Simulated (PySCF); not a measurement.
Stepwise substitution at one centre (Ga Br-NH2). Gas-phase values, no solvent. One relaxed conformer stands for each flexible species; it need not be the lowest. Strings in code marks are SMILES.

The four lowest singlet excitations (Tamm–Dancoff). Calculation: CAM-B3LYP-D3(BJ)/def2-TZVP run with PySCF 2.14.0. Excitations are Tamm–Dancoff values on a coarser integration grid. The basis has no diffuse functions, so Rydberg states are missing or too high.

```csv
state,energy (eV),wavelength (nm),oscillator strength
S1,5.43,228,0.000
S2,5.70,218,0.000
S3,5.70,218,0.000
S4,5.85,212,0.048
```

Question: Which member gives these states?
A) `[NH2][Ga]([NH2])[NH2]`
B) `[NH2][Ga]([Br])[Br]`
C) `[NH2][Ga]([NH2])[Br]`
D) `[Br][Ga]([Br])[Br]`

Answer: D, `[Br][Ga]([Br])[Br]`
